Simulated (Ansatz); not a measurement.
```yaml
atoms:
  - { symbol: C, position_ang: [0.0099, 0.0436, -0.0224] }
  - { symbol: C, position_ang: [1.3973, -0.0464, 0.0074] }
  - { symbol: C, position_ang: [-0.7281, 1.2056, -0.0411] }
  - { symbol: C, position_ang: [-0.6992, -1.2062, 0.0457] }
  - { symbol: H, position_ang: [1.9576, -0.8907, -0.0080] }
  - { symbol: H, position_ang: [1.9867, 0.9069, -0.0392] }
  - { symbol: H, position_ang: [-1.7582, 1.2712, 0.0080] }
  - { symbol: H, position_ang: [-0.1776, 2.1782, 0.0500] }
  - { symbol: H, position_ang: [-1.8456, -1.2567, -0.0129] }
  - { symbol: H, position_ang: [-0.1911, -2.1629, -0.0450] }
```

Basis set: cc-pVDZ (spherical functions). Correlated methods keep 4 orbitals frozen. Charge 0, multiplicity 3.

Computed with Ansatz (development build ahead of 0.2.0); each method stands on the lowest determinant of its kind that the runs found.

Problem. Give the atomization energy at this shape (free ground-state atoms in the same class of orbitals less the molecule, no zero-point energy) of triplet C4H6 by UHF-MP2, UHF.

Solution.

```csv
method,atomization energy
UHF-MP2,3741.6 kJ/mol
UHF,3031.0 kJ/mol
```

Caution: the shape is not the minimum; the unrestricted determinant is spin contaminated.
